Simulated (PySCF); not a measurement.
C₂H₁₀BNOSi, singlet, geometry from GFN2-xTB. Base run: CASSCF(6,6)/STO-3G (PySCF).

PySCF was given this input:
```python
from pyscf import gto, scf, mcscf
import numpy

mol = gto.Mole()
mol.atom = '''
    B    -0.350949   -0.320804    0.932457
    H    -0.765791   -0.789972    1.930746
    N     0.063500    1.014581    0.936341
    C     0.011739    1.860178    2.105419
    C     0.589724    1.707695   -0.216793
    H     1.013027    2.220727    2.364161
    H    -0.626850    2.730962    1.922502
    H    -0.388682    1.301270    2.946491
    H    -0.034464    2.573976   -0.461096
    H     1.606661    2.063352   -0.019101
    H     0.610948    1.036708   -1.070771
    O    -0.295983   -1.091143   -0.161582
    Si   -0.089351   -1.693363   -1.624531
    H     1.332573   -1.606280   -1.978476
    H    -0.890044   -0.914730   -2.577081
    H    -0.537134   -3.085075   -1.569719
'''
mol.basis = 'sto-3g'
mol.charge = 0
mol.spin = 0
mol.verbose = 4
mol.build()

mf = scf.RHF(mol)
mf.kernel()
mc = mcscf.CASSCF(mf, 6, 6)
mc.fix_spin_(ss=0.0)
mc.kernel()
occ = numpy.linalg.eigvalsh(mc.fcisolver.make_rdm1(mc.ci, mc.ncas, mc.nelecas))[::-1]
ss = mc.fcisolver.spin_square(mc.ci, mc.ncas, mc.nelecas)[0]
print('natural occupations', occ.round(4), ' <S^2>', round(ss, 4))
```

Variants of this job, named by their change:

```csv
change,ΔE vs base (kcal/mol),natural occupations,<S^2> of the state,core-seconds (rough),outcome
base,0.000,1.99 1.98 1.98 0.02 0.02 0.01,0.00,9,converged
"active space = 10 electrons, 9 orbitals",-12.54,1.99 1.99 1.98 1.98 1.98 0.03 0.02 0.02 0.01,0.00,10,converged
orbitals = fixed (CASCI); correction = SC-NEVPT2,-144.9,2.00 2.00 1.99 0.01 0.00 0.00,0.00,0.9,converged
"active space = 2 electrons, 2 orbitals",23.93,1.99 0.01,0.00,4,converged
"active space = 10 electrons, 8 orbitals",-,-,-,-,not converged
"active space = 4 electrons, 5 orbitals",10.53,1.98 1.98 0.02 0.02 0.00,0.00,3,converged
state_average = 2 states,9.17,-,-,9,converged
orbitals = fixed (CASCI),25.29,2.00 2.00 1.99 0.01 0.00 0.00,0.00,0.7,converged
solver = newton,7.99,1.99 1.98 1.98 0.02 0.01 0.00,0.00,4,converged
"active space = 4 electrons, 3 orbitals",-,-,-,-,not converged
start = MP2 natural orbitals,-0.85,1.98 1.98 1.98 0.02 0.02 0.02,0.00,3,converged
```

Active orbitals are taken around the Fermi level unless the row says otherwise; CASSCF can end in different local minima, and two programs can end on different orbitals. State-averaged rows give the lowest state.
